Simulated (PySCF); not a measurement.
# SMILES C1C=C=CCCCCC1, C₉H₁₄

Molfile (atoms numbered from 1):
```
C9H14
     RDKit          3D

 23 23  0  0  0  0  0  0  0  0999 V2000
   -0.7982   -1.5348   -0.1247 C   0  0  0  0  0  0  0  0  0  0  0  0
   -1.9175   -0.8881    0.0852 C   0  0  0  0  0  0  0  0  0  0  0  0
   -2.1524    0.4964   -0.4720 C   0  0  0  0  0  0  0  0  0  0  0  0
   -0.9189    1.1804   -1.0615 C   0  0  0  0  0  0  0  0  0  0  0  0
    0.0447    1.8215   -0.0590 C   0  0  0  0  0  0  0  0  0  0  0  0
    0.8081    0.9316    0.9266 C   0  0  0  0  0  0  0  0  0  0  0  0
    1.8753   -0.0075    0.3276 C   0  0  0  0  0  0  0  0  0  0  0  0
    1.5950   -1.5067    0.5019 C   0  0  0  0  0  0  0  0  0  0  0  0
    0.4224   -1.9645   -0.3342 C   0  0  0  0  0  0  0  0  0  0  0  0
   -2.7152   -1.3392    0.6889 H   0  0  0  0  0  0  0  0  0  0  0  0
   -2.9428    0.4343   -1.2421 H   0  0  0  0  0  0  0  0  0  0  0  0
   -2.5805    1.1253    0.3302 H   0  0  0  0  0  0  0  0  0  0  0  0
   -0.3826    0.4654   -1.7084 H   0  0  0  0  0  0  0  0  0  0  0  0
   -1.2672    1.9840   -1.7311 H   0  0  0  0  0  0  0  0  0  0  0  0
   -0.5251    2.5639    0.5284 H   0  0  0  0  0  0  0  0  0  0  0  0
    0.7841    2.4095   -0.6320 H   0  0  0  0  0  0  0  0  0  0  0  0
    0.0946    0.3514    1.5326 H   0  0  0  0  0  0  0  0  0  0  0  0
    1.3054    1.6095    1.6397 H   0  0  0  0  0  0  0  0  0  0  0  0
    2.0028    0.2048   -0.7483 H   0  0  0  0  0  0  0  0  0  0  0  0
    2.8527    0.2107    0.7889 H   0  0  0  0  0  0  0  0  0  0  0  0
    2.4888   -2.0834    0.2184 H   0  0  0  0  0  0  0  0  0  0  0  0
    1.4132   -1.7197    1.5689 H   0  0  0  0  0  0  0  0  0  0  0  0
    0.6230   -2.5976   -1.2082 H   0  0  0  0  0  0  0  0  0  0  0  0
  1  2  2  0
  2  3  1  0
  3  4  1  0
  4  5  1  0
  5  6  1  0
  6  7  1  0
  7  8  1  0
  8  9  1  0
  9  1  2  0
  2 10  1  0
  3 11  1  0
  3 12  1  0
  4 13  1  0
  4 14  1  0
  5 15  1  0
  5 16  1  0
  6 17  1  0
  6 18  1  0
  7 19  1  0
  7 20  1  0
  8 21  1  0
  8 22  1  0
  9 23  1  0
M  END
```

The calculation used PySCF, TDDFT CAM-B3LYP/def2-SVPD circular dichroism and optical rotation, one conformer, gas phase. Geometry: PBE0-D3(BJ)/def2-SVP.

No stereocentre is labelled: unless the shape is locked (an allene, a helicene, a hindered biaryl), the mirror image is equally populated and a measured rotation or CD is zero.

Q: List the lowest 12 singlet excitations with oscillator and rotatory strengths.

A: Rotatory strengths R in 10⁻⁴⁰ esu² cm², velocity form and length form (origin at the centre of mass); f in length form.
```tsv
state	E (eV)	λ (nm)	f	R (velocity)	R (length)	main
1	5.59	222	0.0007	-12.5	-12.5	HOMO→LUMO 0.63, HOMO−1→LUMO 0.13
2	5.87	211	0.0006	+0.5	+0.6	HOMO−1→LUMO+1 0.31, HOMO−1→LUMO+2 0.20
3	6.80	182	0.087	-2.9	-2.9	HOMO−1→LUMO 0.47, HOMO→LUMO+2 0.17
4	6.89	180	0.074	+54.9	+59.5	HOMO→LUMO+2 0.33, HOMO→LUMO+3 0.20
5	7.01	177	0.302	+2.5	+2.9	HOMO→LUMO+1 0.58, HOMO−1→LUMO+2 0.17
6	7.20	172	0.201	-56.8	-65.2	HOMO−1→LUMO+1 0.23, HOMO−1→LUMO+3 0.23
7	7.67	162	0.045	-15.9	-16.9	HOMO→LUMO+4 0.37, HOMO→LUMO+3 0.35
8	7.73	160	0.016	+24.9	+25.9	HOMO→LUMO+4 0.30, HOMO→LUMO+3 0.17
9	7.80	159	0.014	+4.1	+3.3	HOMO−1→LUMO+4 0.56, HOMO−1→LUMO+3 0.15
10	7.89	157	0.011	-14.3	-14.6	HOMO→LUMO+5 0.26, HOMO−1→LUMO+2 0.18
11	8.00	155	0.009	-22.5	-19.7	HOMO−1→LUMO+5 0.24, HOMO−1→LUMO+4 0.16
12	8.08	153	0.010	+11.0	+11.8	HOMO−1→LUMO+5 0.27, HOMO−1→LUMO+3 0.11
```

Among the states computed, the strongest CD band (largest |R|) is state 6. The largest dissymmetry factor in size, g = 4R/(D+G), with D and G the electric and magnetic dipole strengths, is -0.14 for state 1 (velocity form, f = 0.0007), among bands with |R| over 0.5. The mirror image has the same energies and oscillator strengths and all R with the opposite sign.
